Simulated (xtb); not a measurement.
Br2Sn, triplet, from a rough starting geometry (GFN-xTB shapes and energies of metal compounds can be far from the true ones) (the spin is typed, not shown lowest); xtb 6.7.1 with GFN2-xTB.

xtb was given this input:
```
$ xtb mol.xyz --gfn 2 --uhf 2 --opt vtight --json

# file mol.xyz
3

Sn    -0.03351521    -0.00544543     1.03577910
Br     1.05342807     1.73342619    -0.54175751
Br    -1.00173201    -1.66255405    -0.56894871
```

What the program printed (banner, timings and long lists left out):

```
   ID    Z sym.   atoms
    1   50 Sn     1
    2   35 Br     2, 3

           -------------------------------------------------
          |                Calculation Setup                |
           -------------------------------------------------

           -------------------------------------------------
          |                 G F N 2 - x T B                 |
           -------------------------------------------------

          ...................................................
          :                      SETUP                      :
          :.................................................:
          :  # basis functions                  30          :
          :  # atomic orbitals                  27          :
          :  # shells                            9          :
          :  # electrons                        18          :
          :  max. iterations                   250          :
          :  Hamiltonian                  GFN2-xTB          :
          :  restarted?                      false          :
          :  GBSA solvation                  false          :
          :  PC potential                    false          :
          :  electronic temp.          300.0000000     K    :
          :  accuracy                    1.0000000          :
          :  -> integral cutoff          0.2500000E+02      :
          :  -> integral neglect         0.1000000E-07      :
          :  -> SCF convergence          0.1000000E-05 Eh   :
          :  -> wf. convergence          0.1000000E-03 e    :
          :  Broyden damping             0.4000000          :
          :  net charge                          0          :
          :  unpaired electrons                  2          :
          ...................................................

 iter      E             dE          RMSdq      gap      omega  full diag
   1     -7.7554046 -0.775540E+01  0.403E+01    2.15       0.0  T
   2     -6.3492845  0.140612E+01  0.579E+01    0.18       1.0  T
   3    -10.0991930 -0.374991E+01  0.316E+01    2.07       1.0  T
   4    -10.0620978  0.370952E-01  0.316E+01    2.03       1.0  T
   5    -10.0328676  0.292301E-01  0.249E+01    2.00       1.0  T
   6    -10.1753110 -0.142443E+00  0.127E+01    2.17       1.0  T
   7    -10.2059696 -0.306586E-01  0.110E+01    2.17       1.0  T
   8    -10.2237040 -0.177344E-01  0.148E+01    2.19       1.0  T
   9    -10.2659020 -0.421980E-01  0.131E+01    2.19       1.0  T
  10    -10.2684294 -0.252738E-02  0.141E+01    2.19       1.0  T
  11    -10.2835335 -0.151041E-01  0.755E+00    2.20       1.0  T
  12    -10.2715883  0.119452E-01  0.634E+00    2.20       1.0  T
  13    -10.2389686  0.326197E-01  0.140E+01    2.18       1.0  T
  14    -10.2862744 -0.473058E-01  0.706E+00    2.20       1.0  T
  15    -10.2897377 -0.346329E-02  0.885E+00    2.20       1.0  T
  16    -10.2931035 -0.336577E-02  0.514E+00    2.21       1.0  T
  17    -10.2932859 -0.182449E-03  0.420E+00    2.21       1.0  T
  18    -10.2936349 -0.348915E-03  0.157E+00    2.21       1.0  T
  19    -10.2928760  0.758841E-03  0.189E+00    2.21       1.0  T
  20    -10.2931198 -0.243757E-03  0.165E+00    2.21       1.0  T
  21    -10.2944887 -0.136890E-02  0.778E-01    2.22       1.0  T
  22    -10.2946220 -0.133330E-03  0.725E-01    2.22       1.0  T
  23    -10.2946267 -0.466387E-05  0.333E-01    2.22       1.0  T
  24    -10.2946359 -0.923512E-05  0.194E-01    2.22       1.0  T
  25    -10.2946383 -0.239145E-05  0.103E-01    2.22       1.0  T
  26    -10.2946355  0.284029E-05  0.695E-02    2.22       1.0  T
  27    -10.2946366 -0.111330E-05  0.672E-02    2.22       1.0  T
  28    -10.2946384 -0.184180E-05  0.350E-02    2.22       1.6  T
  29    -10.2946391 -0.690217E-06  0.359E-02    2.22       1.6  T
  30    -10.2946394 -0.279070E-06  0.149E-02    2.22       3.9  T
  31    -10.2946394 -0.202036E-07  0.466E-03    2.22      12.4  T
  32    -10.2946394 -0.152615E-08  0.198E-03    2.22      29.2  T
[...]
 * total energy  :   -10.2997592 Eh     change       -0.3390575E-05 Eh
 * total energy  :   -10.2997635 Eh     change       -0.4312944E-05 Eh
 * total energy  :   -10.2997693 Eh     change       -0.5875718E-05 Eh
 * total energy  :   -10.2997760 Eh     change       -0.6634444E-05 Eh
 * total energy  :   -10.2997837 Eh     change       -0.7673808E-05 Eh
 * total energy  :   -10.2997920 Eh     change       -0.8332329E-05 Eh
 * total energy  :   -10.2998025 Eh     change       -0.1047445E-04 Eh
 * total energy  :   -10.2998180 Eh     change       -0.1550306E-04 Eh
 * total energy  :   -10.2998292 Eh     change       -0.1120298E-04 Eh
 * total energy  :   -10.2998319 Eh     change       -0.2741067E-05 Eh
 * total energy  :   -10.2998320 Eh     change       -0.1070011E-06 Eh
 * total energy  :   -10.2998320 Eh     change       -0.4966747E-09 Eh
   *** GEOMETRY OPTIMIZATION CONVERGED AFTER 20 ITERATIONS ***
         :: total energy             -10.299832013863 Eh    ::
[...]
          |                Property Printout                |
           -------------------------------------------------

    * Orbital Energies and Occupations

         #    Occupation            Energy/Eh            Energy/eV
      -------------------------------------------------------------
         1        2.0000           -0.8619236             -23.4541
         2        2.0000           -0.8613289             -23.4380
         3        2.0000           -0.8114218             -22.0799
         4        2.0000           -0.4747119             -12.9176
         5        2.0000           -0.4599078             -12.5147
         6        2.0000           -0.4509857             -12.2719
         7        2.0000           -0.4508927             -12.2694
         8        1.9564           -0.4416268             -12.0173
         9        1.0436           -0.4357602             -11.8576
        10        1.0000           -0.3028835              -8.2419 (HOMO)
        11                         -0.2529677              -6.8836 (LUMO)
        12                         -0.2172274              -5.9111
        13                         -0.1220387              -3.3208
        14                         -0.0971463              -2.6435
        15                         -0.0923252              -2.5123
        16                         -0.0012437              -0.0338
        17                          0.0062900               0.1712
        18                          0.0073536               0.2001
        19                          0.0101678               0.2767
        20                          0.0157132               0.4276
        21                          0.0222671               0.6059
       ...                                ...                  ...
        27                          0.5254053              14.2970
      -------------------------------------------------------------
                  HL-Gap            0.0499158 Eh            1.3583 eV
             Fermi-level           -0.3583095 Eh           -9.7501 eV

     #   Z          covCN         q      C6AA      α(0)
     1  50 Sn       1.599     0.227   460.600    46.189
     2  35 Br       1.032    -0.113   188.143    22.116
     3  35 Br       1.032    -0.113   188.143    22.116

 Mol. C6AA /au·bohr⁶  :       2355.985996
 Mol. C8AA /au·bohr⁸  :     207201.100276
 Mol. α(0) /au        :         90.421117

Wiberg/Mayer (AO) data.
largest (>0.10) Wiberg bond orders for each atom

 ---------------------------------------------------------------------------
     #   Z sym  total        # sym  WBO       # sym  WBO       # sym  WBO
 ---------------------------------------------------------------------------
     1  50 Sn   1.436 --     3 Br   0.718     2 Br   0.718
     2  35 Br   1.142 --     1 Sn   0.718     3 Br   0.424
     3  35 Br   1.142 --     1 Sn   0.718     2 Br   0.424
 ---------------------------------------------------------------------------

Topologies differ in total number of bonds
Writing topology from bond orders to xtbtopo.mol

molecular dipole:
                 x           y           z       tot (Debye)
 q only:       -0.019       0.003       0.925
   full:       -0.035       0.005       1.768       4.495
molecular quadrupole (traceless):
                xx          xy          yy          xz          yz          zz
 q only:       -0.377      -1.418      -1.860      -0.034       0.040       2.236
  q+dip:        0.212      -4.042      -4.018      -0.033       0.051       3.806
   full:       -0.909      -1.731      -2.719      -0.058       0.093       3.628

optimized geometry written to: xtbopt.xyz

           -------------------------------------------------
          | TOTAL ENERGY              -10.299832013863 Eh   |
          | GRADIENT NORM               0.000013228026 Eh/α |
          | HOMO-LUMO GAP               1.358278461803 eV   |
           -------------------------------------------------

normal termination of xtb
```
